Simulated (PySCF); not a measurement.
Species: C6H9O3 (doublet state).
Numbering: `[CH3:1]/[CH:2]=[CH:3]\[O:4][CH2:5][CH:6][C:7](=[O:8])[OH:9]` (hydrogens: H10, H11, H12 on C1; H13 on C2; H14 on C3; H15, H16 on C5; H17 on C6; H18 on O9)

Structure used (GFN2-xTB), in Å, numbered top down from 1:
```
atom  x, y, z in Å
C1    -3.3237   -0.2354   -0.3892
C2    -2.2752    0.6799    0.1472
C3    -0.9885    0.3675    0.2513
O4    -0.5061   -0.8645   -0.0847
C5     0.8860   -1.0037   -0.1415
C6     1.6064    0.0447   -0.8841
C7     3.0161    0.1812   -0.7421
O8     3.7208   -0.4796    0.0042
O9     3.5379    1.1438   -1.5428
H10   -3.8059    0.2125   -1.2578
H11   -2.8834   -1.1854   -0.6756
H12   -4.0929   -0.4109    0.3620
H13   -2.5940    1.6583    0.4716
H14   -0.2541    1.0740    0.6235
H15    1.0561   -1.9895   -0.6021
H16    1.3183   -1.0763    0.8730
H17    1.0762    0.7123   -1.5419
H18    4.4970    1.1774   -1.4120
```

The hyperfine couplings belong to this conformer and change with its torsions.

Computed with UKS B3LYP, pcH-1 on C H O, non-relativistic, mean-field spin-orbit, GIAO (PySCF). One conformer (not necessarily the lowest) at the GFN2-xTB geometry, without solvent, vibrations or thermal averaging. The geometry wasn't refined by DFT: couplings that depend on bond lengths, twists or pyramidal angles can differ widely from those at the functional's own minimum. No stability test was run, so a lower SCF solution isn't excluded.

Problem. Predict the first-order ENDOR lines of C6, C7, C5, C1, H15/H16, H17, H14, H18 and H13 under fast tumbling at B = 343.1 mT (X band).

Solution. For S = 1/2 in fast tumbling each set of equivalent nuclei gives two lines, ν± = |νn ± a/2| to first order, with νn = g_N μN B/h and μN/h = 7.62259 MHz/T.

```json
{"nuclei": "C6", "isotope": "13C", "g_N": "1.4048", "νn (MHz)": "3.67", "a_iso (MHz)": "68.92", "lower line (MHz)": "30.79", "upper line (MHz)": "38.14"}
{"nuclei": "C7", "isotope": "13C", "g_N": "1.4048", "νn (MHz)": "3.67", "a_iso (MHz)": "-39.07", "lower line (MHz)": "15.86", "upper line (MHz)": "23.21"}
{"nuclei": "C5", "isotope": "13C", "g_N": "1.4048", "νn (MHz)": "3.67", "a_iso (MHz)": "-30.89", "lower line (MHz)": "11.77", "upper line (MHz)": "19.12"}
{"nuclei": "C1", "isotope": "13C", "g_N": "1.4048", "νn (MHz)": "3.67", "a_iso (MHz)": "0.62", "lower line (MHz)": "3.36", "upper line (MHz)": "3.98"}
{"nuclei": "H15/H16", "isotope": "1H", "g_N": "5.5857", "νn (MHz)": "14.61", "a_iso (MHz)": "117.23", "lower line (MHz)": "44.01", "upper line (MHz)": "73.22"}
{"nuclei": "H17", "isotope": "1H", "g_N": "5.5857", "νn (MHz)": "14.61", "a_iso (MHz)": "-54.96", "lower line (MHz)": "12.87", "upper line (MHz)": "42.09"}
{"nuclei": "H14", "isotope": "1H", "g_N": "5.5857", "νn (MHz)": "14.61", "a_iso (MHz)": "4.00", "lower line (MHz)": "12.61", "upper line (MHz)": "16.61"}
{"nuclei": "H18", "isotope": "1H", "g_N": "5.5857", "νn (MHz)": "14.61", "a_iso (MHz)": "-3.93", "lower line (MHz)": "12.64", "upper line (MHz)": "16.57"}
{"nuclei": "H13", "isotope": "1H", "g_N": "5.5857", "νn (MHz)": "14.61", "a_iso (MHz)": "1.20", "lower line (MHz)": "14.01", "upper line (MHz)": "15.21"}
```

The rows for 13C, of low natural abundance, apply to labelled samples.

Problem. Which pairs are centred on the nuclear Larmor frequency, and which on half the coupling?

Solution. Centred on νn, since |a| < 2νn: C1, H14, H18 and H13. Centred on |a|/2 and split by 2νn: C6, C7, C5, H15/H16 and H17.

Class means assume fast exchange of nuclei equivalent by connectivity; if that motion is slow, each nucleus keeps its own coupling. The 1H value of +117.2 MHz is a mean of couplings from 95.7 to 138.8 MHz in this one geometry, not an average over conformers.
